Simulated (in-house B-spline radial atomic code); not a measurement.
A calculation on Zr III (Zr2+) (an excited or competing configuration): its settings, and results tabulated from the run. Computed with a radial B-spline atomic code at the basis-set limit: scalar-relativistic (X2C) B3LYP, spin-polarised, spherical fractional occupations, exact exchange averaged over the configuration, Fermi nucleus of rms radius 4.2694 fm.

Command:
```bash
python run_scf.py task.json out
```
Settings (nuclear radius in fm, mass in u):
```
Z                40
configuration    [Kr] 4d1 5s1
hamiltonian      x2c
method           b3lyp
spin_polarised   True
nucleus          fermi
rms_radius       4.2694
atomic_mass      89.9047
speed_of_light   137.035999084
exact_exchange   averaged over the configuration
```

Output (hartree, bohr):
```
 radial grid: 79 intervals, B-splines of order 8, outer radius 53.7037 bohr

 iter        energy (Eh)    residual
    1       -3594.242609    4.13e-01
    2       -3596.374519    1.92e-01
    3       -3597.475852    3.71e-02
    4       -3597.521475    1.03e-02
    5       -3597.524321    4.48e-03
    6       -3597.524901    1.27e-03
    7       -3597.524926    1.28e-04
    8       -3597.524926    1.15e-05
    9       -3597.524926    7.78e-07
   10       -3597.524926    4.57e-08

 total energy                     -3597.52493
 kinetic                            3717.3932
 electron-nucleus                  -8656.7832
 Hartree                            1456.3606
 exact exchange                      -22.4521
 exchange-correlation                -92.0434

 orbital      occ     eigenvalue          <r>       <r^2>       <1/r>       r_max
 1s up      1.000      -657.0386    0.0365928  0.00181687     42.4937     0.02359
 1s down    1.000      -657.0373    0.0365928  0.00181687     42.4936     0.02359
 2s up      1.000       -92.1793     0.162174   0.0310704     9.47545      0.1369
 2s down    1.000       -92.1739     0.162172   0.0310696     9.47558      0.1369
 2p up      3.000       -82.2629     0.141531   0.0245029     9.03647      0.1093
 2p down    3.000       -82.2588     0.141527   0.0245015     9.03668      0.1093
 3s up      1.000       -15.9050     0.457877    0.240506       3.186      0.4081
 3s down    1.000       -15.9005     0.457894    0.240511     3.18561      0.4081
 3p up      3.000       -12.6524     0.461599    0.248387     2.99158      0.4022
 3p down    3.000       -12.6483     0.461567    0.248328     2.99151      0.4022
 3d up      5.000        -7.3039     0.452287    0.247355     2.74045      0.3474
 3d down    5.000        -7.2979     0.452227    0.247237     2.74045      0.3475
 4s up      1.000        -2.7856      1.20615      1.6477     1.12731       1.075
 4s down    1.000        -2.7545      1.20425     1.64241     1.12944       1.074
 4p up      3.000        -1.9268      1.35245     2.09297    0.987168       1.174
 4p down    3.000        -1.8922      1.34688     2.07475    0.991533       1.171
 4d up      1.000        -0.7866      1.92599     4.37877    0.681303       1.531
 5s up      1.000        -0.6845      3.07642     10.5863     0.42002       2.796
```

Time taken, with all properties: 0.31 s on 1 thread of Intel(R) Xeon(R) Platinum 8488C (shared host).

One-electron X2C: radii and densities carry no picture-change correction, so inner-shell <1/r> comes out high (for 1s by about 2 % at Z = 33, 5 % at 54, 10 % at 75, 30 % at 118) and <r> low.
